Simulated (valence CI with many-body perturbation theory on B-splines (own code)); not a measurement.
## A CI+MBPT run for Ne⁵⁺

Computed by relativistic CI+MBPT: three valence electrons over a frozen Dirac-Fock core [He], a basis of 5 s, 5 p, 4 d, 2 f functions for each j, with the one-electron correlation potential Σ1 (screened to all orders), the two-electron term Σ2, the three-electron term Σ3, Breit, model QED; selected single and double excitations, second order for the rest, scaled by the run's own slope (own B-spline code, finite nucleus).

Command, and the settings that its task file holds:

```sh
python run_cv.py task.json out
```

```
atom Ne  Z=10  mass_number=20  rms_radius_fm=3.0055
core [He]
valence 2s2 2p1
avg = 1
basis = S
breit = 1
cap = 20000
capref = 1200
cscale = 1
de = 0.0
dress = 0
eps = 2e-08
extrap = 1
h = 0.27
hh = 1
l2 = 3
lcore = 6
maxit = 60
n2 = 5
natural = 1
nlev = 30
nno = [2, 2, 2, 1, 0]
nroot = 26
nsp = [3, 3, 2, 1, 0]
pt2 = 1
qed = 1
rpa = 1
s1 = 1
s2 = 1
s3 = 1
screen = 1
tol = 2e-05
whole = 1
```

It took 6 s on 1 thread of Arm Neoverse V1, with other jobs on the host.

Log. The first blocks belong to the next ion, which gives the ionisation energy. Fields: 2J, parity (1 odd), roots, reference size, generating configurations, candidates as configurations/state functions, variational space P, stored matrix elements, Davidson steps; e2 is the range of second-order energies in hartree. The first line gives the box (bohr), its intervals, the orbitals and the steps of their self-consistent field. Window is the range of levels sought, series limit the energy at which the first omitted orbital would enter, core excitation an estimate of the first excitation out of the core, left out the lowest levels not solved, and shifts from estimates the range by which levels moved from their first estimate, all in cm⁻¹.

```
rmax 9.7 intervals 63 orbitals 27 references ['2s2 2p', '2s 2p2', '2p3'] scf 5 t 0.6
2J=0 par=0 roots 2 ref 15 generators 6 cand 56/56 P 71/71 nnz 0 it 0
   second order: generators 15 cand 0/0 e2 -0.00000 -0.00000
reference levels 291, estimated 204, window 878919 1/cm; series limit 1095999, core excitation 7155631
2J=1 par=1 roots 6 ref 32 generators 19 cand 3/4 P 1114/1614 nnz 0 it 2
2J=1 par=1 roots 6 ref 32 generators 51 cand 146/198 P 1260/1812 nnz 0 it 5
   second order: generators 97 cand 180/252 e2 -0.00000 -0.00000
2J=3 par=1 roots 9 ref 47 generators 24 cand 45/102 P 1278/2581 nnz 1e+06 it 4
2J=3 par=1 roots 9 ref 47 generators 57 cand 142/253 P 1420/2834 nnz 1.2e+06 it 5
   second order: generators 115 cand 280/544 e2 -0.00000 -0.00000
2J=1 par=0 roots 9 ref 34 generators 29 cand 71/89 P 1158/1669 nnz 0 it 5
2J=1 par=0 roots 9 ref 34 generators 56 cand 125/182 P 1283/1851 nnz 0 it 6
   second order: generators 104 cand 174/230 e2 -0.00000 -0.00000
2J=3 par=0 roots 10 ref 45 generators 21 cand 55/107 P 1312/2649 nnz 1e+06 it 4
2J=3 par=0 roots 10 ref 45 generators 59 cand 173/338 P 1485/2987 nnz 1.3e+06 it 6
   second order: generators 108 cand 195/372 e2 -0.00000 -0.00000
2J=5 par=0 roots 7 ref 39 generators 20 cand 50/109 P 1244/2676 nnz 1.1e+06 it 4
2J=5 par=0 roots 7 ref 39 generators 48 cand 147/288 P 1391/2964 nnz 1.3e+06 it 6
   second order: generators 84 cand 275/624 e2 -0.00000 -0.00000
2J=5 par=1 roots 4 ref 36 generators 14 cand 44/85 P 1186/2548 nnz 1e+06 it 3
2J=5 par=1 roots 4 ref 36 generators 37 cand 137/284 P 1323/2832 nnz 1.2e+06 it 5
   second order: generators 78 cand 325/716 e2 -0.00000 -0.00000
2J=7 par=0 roots 2 ref 19 generators 11 cand 37/53 P 917/1962 nnz 0 it 3
2J=7 par=0 roots 2 ref 19 generators 22 cand 39/78 P 956/2040 nnz 0 it 4
   second order: generators 48 cand 408/827 e2 -0.00000 -0.00000
2J=7 par=1 roots 2 ref 21 generators 6 cand 8/16 P 895/1843 nnz 0 it 2
2J=7 par=1 roots 2 ref 21 generators 24 cand 74/135 P 969/1978 nnz 0 it 4
   second order: generators 45 cand 425/917 e2 -0.00000 -0.00000
2J=9 par=1 roots 2 ref 7 generators 6 cand 57/105 P 449/784 nnz 0 it 0
2J=9 par=1 roots 2 ref 7 generators 16 cand 118/259 P 567/1043 nnz 0 it 0
   second order: generators 27 cand 396/754 e2 -0.00000 -0.00000
left out: unestimated 1265467, estimated 928328, shifts from estimates -15 to 1
operators 0.1
```

The Davidson iterations converged.

Set against measurement, 17 paired levels are off by 454 cm⁻¹ on average, the worst by 888. These come from a selection out of NIST levels in Podobedova, Fuhr, Reader and Wiese, J. Phys. Chem. Ref. Data 33, 525 (2004). Levels without a partner in it may be off by more.

* Valence energy: -22.20434 hartree
* Ionisation energy: 157.87 eV (NIST: 157.934 eV (measured))
* Reference configurations for the orbitals: 2s2 2p, 2s 2p2, 2p3
* Radial orbitals: 27
* Box radius: 9.728 bohr
* Largest variational space: 2987
* Lowest levels: 2s²2p ²P°_1/2 0, 2s²2p ²P°_3/2 1305, 2s2p² ⁴P_1/2 99803, 2s2p² ⁴P_3/2 100250, 2s2p² ⁴P_5/2 100890, 2s2p² ²D_5/2 179410, 2s2p² ²D_3/2 179440, 2s2p² ²S_1/2 231740, 2s2p² ²P_1/2 249960, 2s2p² ²P_3/2 250770, 2p³ ⁴S°_3/2 321250, 2p³ ²D°_5/2 359900, 2p³ ²D°_3/2 359960, 2p³ ²P°_1/2 406790 cm⁻¹
